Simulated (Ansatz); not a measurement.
`[SH][GaH2]` → Ga• + 3 H• + S•  (atomization)

Program: Ansatz. Geometries: PBE0-D4/def2-TZVP. ΔE: electronic, gas phase. CCSD(T)/CBS adds triple-zeta CCSD(T) − MP2 to the extrapolated MP2 energy (def2 sets, frozen cores). This one scheme is used for every species, atoms too. Functionals use def2-TZVPP. B3LYP here is the variant with VWN-RPA as its local correlation; programs differ in this. HSE06 is defined as in plane-wave codes. No spin–orbit coupling; open shells (•) take unrestricted orbitals. Spin–orbit coupling would lower the free atoms: a little for S; clearly for Ga. For Ga outer-core shells are correlated without core-valence functions, so the limit isn't a true one: a few kJ/mol of doubt a bond, and 10 to 20 or more in all where bonds break to atoms. Scalar relativity is left out up to krypton.

`[SH][GaH2]`:

Z-matrix (Å, degrees):
```
Ga
S 1 2.199
H 1 1.559 2 115.2
H 1 1.560 2 118.1 3 -180.0
H 2 1.343 1 95.0 3 180.0
```

```csv
level,ΔE (kJ/mol),difference from CCSD(T)/CBS
LDA (SPW92),1385.3,149.6
PBE-D4,1215.6,-20.1
revPBE-D4,1192.0,-43.7
BLYP-D4,1195.3,-40.4
r2SCAN-D4,1237.4,1.7
B97M-V,1255.6,19.9
PBE0-D4,1210.6,-25.1
B3LYP-D4,1210.9,-24.8
r2SCANh-D4,1231.3,-4.4
r2SCAN0-D4,1223.1,-12.6
HSE06-D4,1211.0,-24.7
BHLYP-D4,1195.6,-40.1
CAM-B3LYP-D4,1219.4,-16.3
ωB97M-V,1229.5,-6.2
B2PLYP,1203.5,-32.2
PBE-QIDH,1218.2,-17.5
PBE,1207.6,-28.1
BLYP,1177.7,-58.0
r2SCAN,1235.7,0.0
PBE0,1203.8,-31.9
B3LYP,1197.5,-38.2
r2SCANh,1229.5,-6.2
r2SCAN0,1221.0,-14.7
HSE06,1204.6,-31.1
CAM-B3LYP,1212.4,-23.3
LC-ωPBE,1211.4,-24.3
HF/def2-SVP,887.6,-348.1
MP2/def2-SVP,1137.9,-97.8
CCSD/def2-SVP,1136.2,-99.5
CCSD(T)/def2-SVP,1147.8,-87.9
HF/def2-TZVPP,891.4,-344.3
SCS-MP2/def2-TZVPP,1209.8,-25.9
CCSD/def2-TZVPP,1195.5,-40.2
CCSD(T)/def2-TZVPP,1211.3,-24.4
HF/def2-QZVPP,892.3,-343.4
MP2/def2-QZVPP,1218.5,-17.2
SCS-MP2/def2-QZVPP,1228.0,-7.7
HF/CBS(def2),892.5,-343.2
MP2/CBS(def2),1228.6,-7.1
CCSD/CBS(def2),1219.9,-15.8
CCSD(T)/CBS,1235.7,0
```

Largest T1 diagnostic among the species: 0.013.

Leaving LDA and LC-ωPBE aside and taking each functional with its dispersion term where it has one, the values spread over 63.7 kJ/mol, from revPBE-D4 to B97M-V. LDA lies +177.7 kJ/mol from PBE without D4, its usual overbinding. From r2SCAN to r2SCAN0 (25 % exact exchange), in def2-TZVPP and without D4, ΔE moves by −14.7 kJ/mol: exact exchange takes away binding that semilocal exchange gives to molecules.

For atomizations the MP2-based limit and the directly extrapolated one differ by several kJ/mol either way, and by 10 to 25 for some Ge, Se and Sn compounds, so smaller differences from it don't rank the levels.
